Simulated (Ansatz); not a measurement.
`[Br][InH][CH]1C=N1`. The species carries charge 0 and has multiplicity 1. In: def2 effective core potential. Geometry: relaxed with PBE0-D4/def2-TZVP. It is one conformer, not always the lowest.

```xyz
8

Br    0.588   -2.708   -0.753
In   -1.017   -0.801   -0.901
C    -0.196    0.808    0.236
C     1.142    0.733    0.790
N     0.309    0.484    1.675
H    -2.395   -1.118   -1.854
H    -0.645    1.796    0.141
H     2.215    0.806    0.667
```

Question: What is the dipole moment at ωB97M-V/def2-TZVPP? (Estimate.)

Answer: Ansatz gave: 3.51 D, with components (-0.50, 3.16, -1.45) D in this frame, pointing from negative to positive charge.

Question: And with PBE, r2SCAN, B3LYP? (An estimate is asked.)

Answer: Ansatz gave: PBE 3.32 D, r2SCAN 3.46 D, B3LYP 3.48 D.

Question: Give the Mulliken charges with ωB97M-V, B3LYP, r2SCAN in def2-TZVPP. (Best estimate.)

Answer: The calculation gave: 
| atom | ωB97M-V | B3LYP | r2SCAN |
| --- | --- | --- | --- |
| Br1 | -0.38 | -0.41 | -0.41 |
| In2 | 0.63 | 0.69 | 0.67 |
| C3 | -0.30 | -0.27 | -0.21 |
| C4 | -0.01 | -0.01 | 0.04 |
| N5 | -0.18 | -0.19 | -0.21 |
| H6 | -0.05 | -0.10 | -0.09 |
| H7 | 0.12 | 0.11 | 0.07 |
| H8 | 0.17 | 0.18 | 0.14 |

B3LYP here is the variant with VWN-RPA as its local correlation; programs differ in this.
